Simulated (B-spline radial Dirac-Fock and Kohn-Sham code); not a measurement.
# Dipole and non-dipole photoemission parameters of Pm³⁺ 2p3/2

System: the Pm³⁺ ion, configuration [Xe] 4f4; threshold 6485.5 eV (orbital energy of the model). These are calculated numbers from a radial finite-basis atomic code; the model is Dirac-Hartree-Slater photoionisation with a Latter tail; cross sections with all multipoles, angular parameters from the dipole term and its interference with E2.

| hν (eV) | σ (kb) | β | γ | δ |
| --- | --- | --- | --- | --- |
| 7450 | 50.0 | 1.381 | -0.274 | 0.024 |
| 9251.7 | 27.4 | 1.513 | 0.364 | 0.051 |
| 9750 | 23.6 | 1.521 | 0.504 | 0.055 |
| 12000 | 12.9 | 1.516 | 1.016 | 0.071 |
| 13400 | ? | ? | ? | ? |
| 15000 | 6.66 | 1.471 | 1.510 | 0.090 |

Q: Give the values at 13400 eV.

A: σ = 9.33 kb, β = 1.498, γ = 1.266, δ = 0.080.
